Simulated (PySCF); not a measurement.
These 2 structures share the formula C6H6FP. Level of theory: PBE0-D3(BJ)/def2-SVP geometry optimisation, gas phase (PySCF 2.14.0). One conformer each; no zero-point energy, no entropy. No frequencies were run at this level. Point groups hold within 0.08 Å.

Question: Order them by energy at this level, lowest first, and give relative energies in kJ/mol.
A. `Cc1ccc(F)pc1`
B. `Cc1cpccc1F`

Answer: B (0.0), A (18.5).

| SMILES | E (Eh) | E rel (kJ/mol) | dipole (D) | point group | A, B, C (MHz) |
| --- | --- | --- | --- | --- | --- |
| Cc1cpccc1F | -672.59863 | 0.0 | 0.91 | Cs | 2999, 1509, 1010 |
| Cc1ccc(F)pc1 | -672.59159 | 18.5 | 2.95 | – | 3552, 1309, 962.1 |

Q: How do the relative energies change in single points at HF/pcSseg-1 (no added dispersion term) on the same geometries?

A: 
```tsv
SMILES	PBE0-D3(BJ)/def2-SVP (kJ/mol)	HF/pcSseg-1 (kJ/mol)	shift
Cc1cpccc1F	0.0	0.0	0.0
Cc1ccc(F)pc1	18.5	18.8	+0.3
```

Each column counts from its own lowest isomer. The order is unchanged; the largest shift is 0.3 kJ/mol.
